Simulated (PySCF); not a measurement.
ORD: `CC[C@H]1CO[C@H](F)C1`, C₆H₁₁FO

Cartesian coordinates in Å; atom numbers follow the order of the lines, from 1:
```xyz
19

C     2.4663   -0.0145   -0.2594
C     1.2996    0.3032    0.6687
C    -0.0378    0.2970   -0.0647
C    -0.4647   -1.0917   -0.5752
O    -1.8710   -1.2172   -0.3418
C    -2.3691   -0.0303    0.1214
F    -2.8033    0.7537   -0.9479
C    -1.2262    0.6943    0.8203
H     3.4058    0.0333    0.2857
H     2.5079    0.7022   -1.0764
H     2.3643   -1.0109   -0.6818
H     1.2706   -0.4228    1.4846
H     1.4493    1.2922    1.1076
H     0.0139    0.9878   -0.9112
H    -0.2700   -1.2198   -1.6429
H     0.0266   -1.8985   -0.0220
H    -3.2657   -0.2136    0.7236
H    -1.1124    0.2977    1.8291
H    -1.3939    1.7671    0.8632
```

Method used: TDDFT B3LYP/def2-SVPD circular dichroism and optical rotation, one conformer, gas phase (PySCF). Geometry: GFN2-xTB.

The molecule is flexible and this is one conformer; a measurement averages over conformers. States above about 8.0 eV (minus the energy of the highest occupied orbital) lie near or above the ionisation threshold and depend on the basis.

Stereocentres: C3 R, C6 R.

(1) Give the optical rotatory dispersion at 633, 589.3, 546, 436, 405, 365, 355 nm.

(2) And for the mirror image at 589.3 nm?

(3) What is the molar rotation [Φ] = [α]·M/100 of the geometry above at 589.3 nm?

Answers

(1) [α] in deg dm⁻¹ (g/mL)⁻¹:
```csv
λ (nm),origin-invariant length gauge,modified velocity gauge,length gauge (centre of mass),isotropic polarisability (au)
633,+104.7,+111.0,+105.0,76.0
589.3,+121.9,+129.2,+122.2,76.2
546,+143.6,+152.2,+143.9,76.4
436,+235.6,+249.4,+236.0,77.5
405,+278.5,+294.7,+279.0,78.0
365,+354.9,+375.2,+355.3,78.8
355,+379.1,+400.8,+379.5,79.1
```

(2) -121.9 deg dm⁻¹ (g/mL)⁻¹ (origin-invariant length gauge): the same size and the opposite sign.

(3) With M = 118.15 g/mol, +144.0 deg cm² dmol⁻¹ (origin-invariant length gauge).

The first excitation lies at 7.49 eV (166 nm) with R = -1.4 × 10⁻⁴⁰ esu² cm² (velocity form).
